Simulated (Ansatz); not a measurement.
One change: `FC(F)(F)S` becomes `OB(O)SC(F)(F)F`.

Ansatz, PBE0-D4/def2-TZVP geometries, multiplicity 1. Each molecule was computed in one conformer, which needn't be the lowest.

```json
{"property": "HOMO–LUMO gap (PBE0/def2-TZVPP) / eV", "`FC(F)(F)S`": "7.84"}
{"property": "HOMO energy (ωB97M-V/def2-TZVPP) / eV", "`FC(F)(F)S`": "-10.49"}
{"property": "size of the dipole moment (ωB97M-V/def2-TZVPP) / D", "`FC(F)(F)S`": "1.48"}
{"property": "HOMO–LUMO gap (B3LYP/def2-TZVPP) / eV", "`FC(F)(F)S`": "7.29"}
{"property": "HOMO energy (PBE/def2-TZVPP) / eV", "`FC(F)(F)S`": "-6.83"}
{"property": "LUMO energy (PBE0/def2-TZVPP) / eV", "`FC(F)(F)S`": "-0.37"}
```

Problem. Give the same properties after the change, and the shifts. (Estimate.)

Solution. Ansatz gave: 
```tsv
property	`OB(O)SC(F)(F)F`	shift
HOMO–LUMO gap (PBE0/def2-TZVPP) / eV	8.34	0.50
HOMO energy (ωB97M-V/def2-TZVPP) / eV	-10.42	0.07
size of the dipole moment (ωB97M-V/def2-TZVPP) / D	1.72	0.24
HOMO–LUMO gap (B3LYP/def2-TZVPP) / eV	7.80	0.51
HOMO energy (PBE/def2-TZVPP) / eV	-6.82	0.01
LUMO energy (PBE0/def2-TZVPP) / eV	0.15	0.52
```

Dipoles are sizes alone; their direction can turn.

B3LYP here is the variant with VWN-RPA as its local correlation; programs differ in this.
